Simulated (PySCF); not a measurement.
BaO, SMILES [O]=[Ba].

Coordinates come from a r2SCAN-D4/def2-TZVPD optimisation. The def2 effective core potentials stand for the cores of Ba; spin–orbit coupling is left out.

All values below come from TDA-PBE/def2-TZVPD (PySCF 2.14.0).

Vertical excitations; the highest root listed may be one member of a degenerate set.  State labels are in the subgroup C2v.

| state | symmetry | energy (eV) | λ (nm) | f | main pairs |
|---|---|---|---|---|---|
| S1 | A1 | 1.82 | 682 | 0.038 | HOMO→LUMO 100 % |
| S2 | B2 | 2.40 | 517 | 0.000 | HOMO−1→LUMO (degenerate set) |
| S3 | B1 | 2.40 | 517 | 0.000 | HOMO−2→LUMO (degenerate set) |
| S4 | B2 | 3.14 | 395 | 0.001 | HOMO→LUMO+2 (degenerate set) |
| S5 | B1 | 3.14 | 395 | 0.001 | HOMO→LUMO+1 (degenerate set) |
| S6 | A1 | 3.39 | 366 | 0.000 | HOMO→LUMO+3 (degenerate set) |
| S7 | A2 | 3.39 | 366 | 0.000 | HOMO→LUMO+4 (degenerate set) |
| S8 | A1 | 3.70 | 335 | 0.009 | HOMO→LUMO+5 66 %, HOMO−1→LUMO+2 16 %, HOMO−2→LUMO+1 16 % |
| S9 | A2 | 3.79 | 327 | 0.000 | HOMO−2→LUMO+2, HOMO−1→LUMO+1 (degenerate set) |
| S10 | A1 | 3.79 | 327 | 0.000 | HOMO−2→LUMO+1, HOMO−1→LUMO+2 (degenerate set) |
| T1 | A1 | 1.65 | 753 | 0 | HOMO→LUMO 100 % |
| T2 | B2 | 2.34 | 529 | 0 | HOMO−1→LUMO (degenerate set) |
| T3 | B1 | 2.34 | 529 | 0 | HOMO−2→LUMO (degenerate set) |
| T4 | B2 | 3.08 | 402 | 0 | HOMO→LUMO+2 99 % |
Triplets are in the Tamm–Dancoff approximation.
